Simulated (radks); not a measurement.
Effect of the nuclear size on the tungsten ion W+, [Xe] 4f14 5d4 6s1. Calculated with a radial shooting solver on a logarithmic mesh with Libxc functionals: Dirac Kohn-Sham, BLYP, spin-unpolarised, spherical densities, finite nucleus; open shells fill j = l - 1/2 first; Fermi nuclear charge, rms radius 5.3658 fm. The rms radius is varied about that value; shifts are against it.

rms radius (fm) = 4.3785: total energy shift (eV) -20.0; density at nucleus (e/bohr^3) 1.529e+06; 1s1/2 shift (meV) -8110; 2s1/2 shift (meV) -1140; 5s1/2 shift (meV) -10.6; 5p1/2 shift (meV) 0.330; 6s1/2 shift (meV) -1.05; 5d3/2 shift (meV) 0.411; 6p1/2 (empty) shift (meV) 0.113
rms radius (fm) = 4.8507: total energy shift (eV) -10.8; density at nucleus (e/bohr^3) 1.476e+06; 1s1/2 shift (meV) -4370; 2s1/2 shift (meV) -616; 5s1/2 shift (meV) -5.72; 5p1/2 shift (meV) 0.178; 6s1/2 shift (meV) -0.566; 5d3/2 shift (meV) 0.221; 6p1/2 (empty) shift (meV) 0.061
rms radius (fm) = 5.3658: total energy shift (eV) 0; density at nucleus (e/bohr^3) 1.425e+06; 1s1/2 shift (meV) 0.000; 2s1/2 shift (meV) 0.000; 5s1/2 shift (meV) 0.000; 5p1/2 shift (meV) 0.000; 6s1/2 shift (meV) 0.000; 5d3/2 shift (meV) 0.000; 6p1/2 (empty) shift (meV) 0.000
rms radius (fm) = 5.5858: total energy shift (eV) 4.82; density at nucleus (e/bohr^3) 1.405e+06; 1s1/2 shift (meV) 1950; 2s1/2 shift (meV) 275; 5s1/2 shift (meV) 2.56; 5p1/2 shift (meV) -0.079; 6s1/2 shift (meV) 0.253; 5d3/2 shift (meV) -0.099; 6p1/2 (empty) shift (meV) -0.027
rms radius (fm) = 6.6858: total energy shift (eV) 30.8; density at nucleus (e/bohr^3) 1.32e+06; 1s1/2 shift (meV) 12500; 2s1/2 shift (meV) 1760; 5s1/2 shift (meV) 16.3; 5p1/2 shift (meV) -0.504; 6s1/2 shift (meV) 1.62; 5d3/2 shift (meV) -0.631; 6p1/2 (empty) shift (meV) -0.173

Slopes of the eigenvalues against <r^2> in GHz/fm^2, as finite differences over the two radii next to the reference (eigenvalue slopes, not the field-shift constants of lines): 1s1/2 199000, 2s1/2 28100, 5s1/2 261, 5p1/2 -8.09, 6s1/2 25.8, 5d3/2 -10.1, 6p1/2 (empty) -2.76.
